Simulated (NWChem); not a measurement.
System: Zn

The following NWChem deck was run.

```
start job
memory heap 200 mb stack 900 mb global 1100 mb
geometry units angstroms noautosym nocenter noautoz
  Zn     0.000000     0.000000     0.000000
end
basis spherical
  * library def2-svpd
end
dft
  xc xpbe96 cpbe96
  iterations 150
  vectors input atomic output neutral.movecs
end
task dft energy
charge 1
dft
  odft
  mult 2
  vectors input atomic output cation.movecs
end
task dft energy
charge -1
dft
  odft
  mult 2
  vectors input atomic output anion.movecs
end
task dft energy
```

Output (shortened):

```
             Northwest Computational Chemistry Package (NWChem) 7.3.0
             --------------------------------------------------------

                             Geometry "geometry" -> ""
                             -------------------------

 Output coordinates in angstroms (scale by  1.889725989 to convert to a.u.)

  No.       Tag          Charge          X              Y              Z
 ---- ---------------- ---------- -------------- -------------- --------------
    1 Zn                  30.0000     0.00000000     0.00000000     0.00000000

 Effective nuclear repulsion energy (a.u.)       0.0000000000

  pbe96 is a nonlocal functional; adding pw91lda local functional.

                                 NWChem DFT Module
                                 -----------------

 Summary of "ao basis" -> "ao basis" (spherical)
 ------------------------------------------------------------------------------
       Tag                 Description            Shells   Functions and Types
 ---------------- ------------------------------  ------  ---------------------
 Zn                        def2-svpd                12       34   5s4p2d1f

            General Information
            -------------------
          SCF calculation type: DFT
          Wavefunction type:  closed shell.
          No. of atoms     :     1
          No. of electrons :    30
           Alpha electrons :    15
            Beta electrons :    15
          Charge           :     0
          Spin multiplicity:     1
          Use of symmetry is: off; symmetry adaption is: off
          Maximum number of iterations: 150
          AO basis - number of functions:    34
                     number of shells:    12
          Convergence on energy requested:  1.00D-06
          Convergence on density requested:  1.00D-05
          Convergence on gradient requested:  5.00D-04

              XC Information
              --------------
          PerdewBurkeErnzerhof Exchange Functional  1.000
            Perdew 1991 LDA Correlation Functional  1.000 local
           PerdewBurkeErnz. Correlation Functional  1.000 non-local

             Grid Information
             ----------------
          Grid used for XC integration:  medium
          Radial quadrature: Mura-Knowles
          Angular quadrature: Lebedev.
          Tag              B.-S. Rad. Rad. Pts. Rad. Cut. Ang. Pts.
          ---              ---------- --------- --------- ---------
          Zn                  1.35      112           8.0       590
          Grid pruning is: on
          Number of quadrature shells:   112
          Spatial weights used:  Erf1

      Superposition of Atomic Density Guess
      -------------------------------------

 Sum of atomic energies:       -1777.56160842

      Non-variational initial energy
      ------------------------------

 Total energy =   -1777.561615
 1-e energy   =   -2483.981957
 2-e energy   =     706.420342
 HOMO         =      -0.287395
 LUMO         =       0.051457

   convergence    iter        energy       DeltaE   RMS-Dens  Diis-err
 ---------------- ----- ----------------- --------- --------- ---------
 d= 0,ls=0.0,diis     1  -1778.8450358426 -1.78D+03  1.64D-02  1.12D-01
 d= 0,ls=0.0,diis     2  -1778.8423944208  2.64D-03  4.43D-03  2.12D-01
 d= 0,ls=0.0,diis     3  -1778.8540626199 -1.17D-02  2.46D-03  1.95D-03
 d= 0,ls=0.0,diis     4  -1778.8542266460 -1.64D-04  2.68D-04  1.57D-05
 d= 0,ls=0.0,diis     5  -1778.8542283780 -1.73D-06  3.41D-07  5.74D-10
 d= 0,ls=0.0,diis     6  -1778.8542283780 -3.27D-11  3.02D-09  2.12D-14

         Total DFT energy =    -1778.854228378013
      One electron energy =    -2482.488977783877
           Coulomb energy =      774.461831165840
    Exchange-Corr. energy =      -70.827081759977
 Nuclear repulsion energy =        0.000000000000

 Numeric. integr. density =       30.000000001106

                       DFT Final Molecular Orbital Analysis
                       ------------------------------------

 Vector   13  Occ=2.000000D+00  E=-3.469780D-01
              MO Center=  2.7D-13, -3.1D-13,  3.6D-13, r^2= 2.8D-01
   Bfn.  Coefficient  Atom+Function         Bfn.  Coefficient  Atom+Function
  ----- ------------  ---------------      ----- ------------  ---------------
    20      0.582481  1 Zn d  0              19     -0.515934  1 Zn d -1
    18      0.224870  1 Zn d -2              25      0.224217  1 Zn d  0
    21     -0.200892  1 Zn d  1              24     -0.198601  1 Zn d -1
    23      0.086560  1 Zn d -2              26     -0.077330  1 Zn d  1
    22     -0.054125  1 Zn d  2

 Vector   14  Occ=2.000000D+00  E=-3.469780D-01
              MO Center= -8.8D-16, -1.3D-15, -3.5D-15, r^2= 2.8D-01
   Bfn.  Coefficient  Atom+Function         Bfn.  Coefficient  Atom+Function
  ----- ------------  ---------------      ----- ------------  ---------------
    19      0.623158  1 Zn d -1              20      0.405377  1 Zn d  0
    21     -0.380458  1 Zn d  1              24      0.239875  1 Zn d -1
    25      0.156044  1 Zn d  0              26     -0.146452  1 Zn d  1
    18      0.042445  1 Zn d -2

 Vector   15  Occ=2.000000D+00  E=-2.025728D-01
              MO Center= -1.0D-13, -2.3D-13, -2.2D-14, r^2= 2.5D+00
   Bfn.  Coefficient  Atom+Function         Bfn.  Coefficient  Atom+Function
  ----- ------------  ---------------      ----- ------------  ---------------
     4      0.837982  1 Zn s                  3     -0.412713  1 Zn s
     5      0.267383  1 Zn s                  2      0.089183  1 Zn s
     1     -0.031648  1 Zn s

 Vector   16  Occ=0.000000D+00  E=-3.726969D-02
              MO Center= -9.3D-15,  4.7D-13, -1.0D-13, r^2= 5.7D+00
   Bfn.  Coefficient  Atom+Function         Bfn.  Coefficient  Atom+Function
  ----- ------------  ---------------      ----- ------------  ---------------
    16      0.690724  1 Zn py                13      0.410222  1 Zn py
    10     -0.155309  1 Zn py                17     -0.143632  1 Zn pz
    14     -0.085303  1 Zn pz                 7      0.050311  1 Zn py
    11      0.032296  1 Zn pz

 Vector   17  Occ=0.000000D+00  E=-3.726969D-02
              MO Center= -1.9D-14,  5.5D-15,  3.3D-14, r^2= 5.7D+00
   Bfn.  Coefficient  Atom+Function         Bfn.  Coefficient  Atom+Function
  ----- ------------  ---------------      ----- ------------  ---------------
    17      0.613976  1 Zn pz                14      0.364641  1 Zn pz
    15     -0.326254  1 Zn px                12     -0.193762  1 Zn px
    11     -0.138052  1 Zn pz                16      0.120607  1 Zn py
     9      0.073358  1 Zn px                13      0.071628  1 Zn py
     8      0.044720  1 Zn pz                10     -0.027118  1 Zn py

 Vector   18  Occ=0.000000D+00  E=-3.726969D-02
              MO Center=  1.6D-13,  2.0D-14,  8.4D-14, r^2= 5.7D+00
   Bfn.  Coefficient  Atom+Function         Bfn.  Coefficient  Atom+Function
  ----- ------------  ---------------      ----- ------------  ---------------
    15      0.625531  1 Zn px                12      0.371503  1 Zn px
    17      0.316792  1 Zn pz                14      0.188143  1 Zn pz
     9     -0.140650  1 Zn px                16      0.079423  1 Zn py
    11     -0.071231  1 Zn pz                13      0.047169  1 Zn py
     6      0.045562  1 Zn px

                                 NWChem DFT Module
                                 -----------------

            General Information
            -------------------
          SCF calculation type: DFT
          Wavefunction type:  spin polarized.
          No. of atoms     :     1
          No. of electrons :    29
           Alpha electrons :    15
            Beta electrons :    14
          Charge           :     1
          Spin multiplicity:     2
          Use of symmetry is: off; symmetry adaption is: off
          Maximum number of iterations: 150
          AO basis - number of functions:    34
                     number of shells:    12
          Convergence on energy requested:  1.00D-06
          Convergence on density requested:  1.00D-05
          Convergence on gradient requested:  5.00D-04

              XC Information
              --------------
          PerdewBurkeErnzerhof Exchange Functional  1.000
            Perdew 1991 LDA Correlation Functional  1.000 local
           PerdewBurkeErnz. Correlation Functional  1.000 non-local

             Grid Information
             ----------------
          Grid used for XC integration:  medium
          Radial quadrature: Mura-Knowles
          Angular quadrature: Lebedev.
          Tag              B.-S. Rad. Rad. Pts. Rad. Cut. Ang. Pts.
          ---              ---------- --------- --------- ---------
          Zn                  1.35      112           8.0       590
          Grid pruning is: on
          Number of quadrature shells:   112
          Spatial weights used:  Erf1

      Superposition of Atomic Density Guess
      -------------------------------------

 Sum of atomic energies:       -1777.56160842

 Renormalizing density from      30.00 to     29

      Non-variational initial energy
      ------------------------------

 Total energy =   -1741.071994
 1-e energy   =   -2401.182558
 2-e energy   =     660.110564
 HOMO         =      -0.711098
 LUMO         =      -0.245226

[...]
```

Level: PBE/def2-SVPD, vertical spin-unrestricted ions.
